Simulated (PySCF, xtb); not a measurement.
C4H11NSi, SMILES [SiH3]C1(CC1)NC.

GFN2-xTB in xtb 6.7.1 at its own geometry gives an orbital gap of 4.45 eV and a dipole moment of 0.73 D.

The structure is a stationary point at B3LYP-D3(BJ)/def2-SVP. This is a generated structure with no PubChem entry under its InChIKey; it may be hypothetical. The values are those of a single conformer.

Task: What does PBE/def2-TZVP (PySCF) give? (An estimate is asked for; the answer gives what the named calculation found.)

Result: gap 4.86 eV (levels -4.97 and -0.11 eV), dipole 0.52 D.
